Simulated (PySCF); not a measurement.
# Gallium: a sound run and one with changed settings

Sound run: Ga [Ar] 3d10 4s2 4p1, Ga⁺ [Ar] 3d10 4s2. Calculation: PySCF 2.14, in cc-pVDZ-PP with ECP10MDF; scalar relativity through the core potential. The sound run starts from symmetry-adapted Hartree-Fock orbitals and uses a fine grid where one is needed.

Changed run: 26 angular points. This setting is unsound on purpose.

```csv
species,method,sound run (hartree),changed run (hartree),converged
Ga,UHF,-258.29077,-258.29077,yes
Ga,TPSS,-259.37043,-259.37048,yes
Ga,PBE0,-259.40173,-259.40179,yes
Ga⁺,UHF,-258.08810,-258.08810,yes
Ga⁺,TPSS,-259.15325,-259.15325,yes
Ga⁺,PBE0,-259.18347,-259.18347,yes
```

Ionisation energy of Ga:

| method | sound run (eV) | changed run (eV) |
| --- | --- | --- |
| UHF | 5.515 | 5.515 |
| TPSS | 5.910 | 5.911 |
| PBE0 | 5.939 | 5.941 |

A coarse angular grid integrates products of high-l functions wrongly, so density functionals can shift, and the SCF can exploit the error; Hartree-Fock and MP2 need no grid.

For comparison, NIST gives 5.999 eV between the lowest levels.
